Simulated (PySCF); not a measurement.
CH₆AlFOSi, SMILES C[O][Al]([F])[SiH3]. Atoms are numbered in the order given.

```xyz
11

Al    -0.3252     0.0707    -0.0258
F     -1.9528     0.3281    -0.3056
O      0.4916    -1.0678    -0.9660
C      0.2996    -1.9768    -2.0121
H      0.5572    -3.0000    -1.6850
H     -0.7435    -1.9895    -2.3785
H      0.9559    -1.7266    -2.8648
Si     0.8554     1.3184     1.6883
H      0.9981     2.7509     1.2844
H      2.2201     0.7565     1.9116
H      0.1089     1.2830     2.9822
```

Geometry: B3LYP-D3(BJ)/def2-SVP. The structure was generated by enumeration; whether it is a known compound was not checked. One conformer was computed; it need not be the lowest.

Calculation: B3LYP-D3(BJ)/def2-SVP in PySCF 2.14.0.

Frequencies are harmonic and unscaled.

A small imaginary wavenumber (i) marks a very flat motion, where grid noise or a shallow saddle decides the sign.

```
mode  ν (cm⁻¹)  IR (km/mol)           moving atoms (share of kinetic energy)
----  --------  -----------  -----------------------------------------------
1          12i          0.0                                           H 95 %
2           66          0.0                                           H 96 %
3           80          2.8         C 31 %, H 24 %, F 14 %, Al 12 %, Si 12 %
4          101          0.5                  O 37 %, H 24 %, C 18 %, Al 13 %
5          125         11.4  F 41 %, O 15 %, H 12 %, C 12 %, Si 10 %, Al 8 %
6          220         54.1                  Al 51 %, O 24 %, F 12 %, H 12 %
7          251         28.2                          O 34 %, Si 32 %, F 19 %
8          394         24.5                 Si 29 %, Al 27 %, O 20 %, F 16 %
9          473          0.1                          H 81 %, Si 10 %, Al 8 %
10         482          6.5                                  H 85 %, Si 11 %
11         710         88.4                  Al 45 %, C 21 %, O 15 %, F 10 %
12         863        217.7                          H 43 %, Al 26 %, F 22 %
13         881         87.6                          H 49 %, F 22 %, Al 22 %
14         943         52.2                                           H 97 %
15         944         42.0                                           H 98 %
16        1180         52.7                           H 67 %, C 22 %, O 10 %
17        1186          0.7                                   H 77 %, C 19 %
18        1241        374.3                           O 55 %, C 30 %, H 10 %
19        1475          1.8                                           H 97 %
20        1477          2.2                                           H 96 %
21        1484         23.1                                   H 89 %, C 10 %
22        2201         60.3                                           H 98 %
23        2208         82.1                                           H 96 %
24        2218         84.0                                           H 96 %
25        2988        105.4                                           H 98 %
26        3063         42.9                                   H 90 %, C 10 %
27        3068         39.9                                   H 90 %, C 10 %
```
